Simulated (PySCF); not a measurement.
**Ni¹⁰⁺ (nickel, charge +10): Hartree-Fock from Schrödinger to Dirac-Coulomb**

Occupied: 1s1/2, 2s1/2, 2p1/2, 2p3/2, 3s1/2, 3p1/2, 3p3/2. Hartree-Fock calculated with PySCF 2.14 in an uncontracted even-tempered set (22 s from 0.27 bohr⁻², ratio 2.3; 16 p from 0.32 bohr⁻², ratio 2.3), Gaussian nucleus throughout. NR is non-relativistic, sf-X2C the spin-free one-electron X2C Hamiltonian, X2C adds the bare one-electron spin-orbit term, X2C-SNSO screens it by Boettger's factors, DC is four-component Dirac-Coulomb, and the Gaunt term is added at first order (total energies over the DC spinors, levels after relaxing the spinors in that mean field). QED terms are absent. Levels marked empty are virtual spinors of this ion; the basis has s and p functions only, so 3d, which can lie below the n = 4 levels, is absent.

```json
{"Hamiltonian": "NR", "E (hartree)": "-1470.0291", "E − E(DC) (hartree)": "12.6373", "CPU seconds": "0.61"}
{"Hamiltonian": "sf-X2C", "E (hartree)": "-1482.4136", "E − E(DC) (hartree)": "0.2528", "CPU seconds": "0.33"}
{"Hamiltonian": "X2C", "E (hartree)": "-1482.4538", "E − E(DC) (hartree)": "0.2126", "CPU seconds": "0.58"}
{"Hamiltonian": "X2C-SNSO", "E (hartree)": "-1482.4482", "E − E(DC) (hartree)": "0.2182", "CPU seconds": "0.59"}
{"Hamiltonian": "DC", "E (hartree)": "-1482.6664", "E − E(DC) (hartree)": "0.0000", "CPU seconds": "25"}
{"Hamiltonian": "DC+Gaunt", "E (hartree)": "-1482.0037", "E − E(DC) (hartree)": "0.6627", "CPU seconds": "53"}
```

| level (eV) | NR | sf-X2C | X2C | X2C-SNSO | DC | DC+Gaunt |
| --- | --- | --- | --- | --- | --- | --- |
| 1s1/2 | -8585.5 | -8671.4 | -8671.2 | -8671.3 | -8675.3 | -8665.1 |
| 2s1/2 | -1306.5 | -1325.4 | -1325.3 | -1325.4 | -1325.7 | -1325.0 |
| 2p1/2 | -1170.7 | -1174.1 | -1187.1 | -1186.2 | -1186.2 | -1184.9 |
| 2p3/2 | -1170.7 | -1174.1 | -1167.8 | -1168.2 | -1168.5 | -1167.6 |
| 3s1/2 | -367.56 | -371.36 | -371.35 | -371.36 | -371.42 | -371.30 |
| 3p1/2 | -319.55 | -320.37 | -322.62 | -322.45 | -322.45 | -322.24 |
| 3p3/2 | -319.55 | -320.37 | -319.27 | -319.35 | -319.39 | -319.26 |
| 4s1/2 (empty) | -140.04 | -141.03 | -141.03 | -141.03 | -141.05 | -141.02 |
| 4p1/2 (empty) | -126.43 | -126.70 | -127.23 | -127.19 | -127.19 | -127.14 |
| 4p3/2 (empty) | -126.43 | -126.70 | -126.44 | -126.46 | -126.47 | -126.43 |

| interval (eV) | sf-X2C | X2C | X2C-SNSO | DC | DC+Gaunt |
| --- | --- | --- | --- | --- | --- |
| 2p3/2 − 2p1/2 | -1.199e-11 | 19.37 | 17.97 | 17.74 | 17.33 |
| 3p3/2 − 3p1/2 | 2.731e-11 | 3.340 | 3.099 | 3.057 | 2.984 |
| 4p3/2 − 4p1/2 | -4.403e-10 | 0.7909 | 0.7338 | 0.7243 | 0.7068 |

Weight of the small component: 1s1/2 0.0102, 2s1/2 0.00194, 2p1/2 0.00190, 2p3/2 0.00188, 3s1/2 0.000520, 3p1/2 0.000484, 3p3/2 0.000478, 4s1/2 0.000169, 4p1/2 0.000156, 4p3/2 0.000155.

Koopmans' value for the highest occupied level at DC+Gaunt: 319.26 eV, against an ionisation energy of 319.5 ± 0.7 eV (semi-empirical (NIST evaluation); NIST Atomic Spectra Database, ionization energies); the former lacks relaxation, correlation, QED and recoil.

The whole ladder took 86 s of wall time on 1 thread of Intel(R) Xeon(R) Platinum 8375C CPU @ 2.90GHz (shared host), launched as `OMP_NUM_THREADS=1 python relrun2.py TASK.json OUT` (a driver that calls PySCF for each Hamiltonian).

Dirac-Coulomb iterations, started from the X2C spinors:

```
with_ssss True, with_gaunt False, with_breit False
light speed = 137.03599967994
init E= -1481.67749980028
cycle= 1 E= -1482.66634931909  delta_E= -0.989  |g|= 0.194  |ddm|= 0.0214
cycle= 2 E= -1482.66638076418  delta_E= -3.14e-05  |g|= 0.00496  |ddm|= 0.00407
cycle= 3 E= -1482.66638113157  delta_E= -3.67e-07  |g|= 0.000575  |ddm|= 0.000731
cycle= 4 E= -1482.66638113727  delta_E= -5.7e-09  |g|= 4.49e-06  |ddm|= 8.34e-05
```
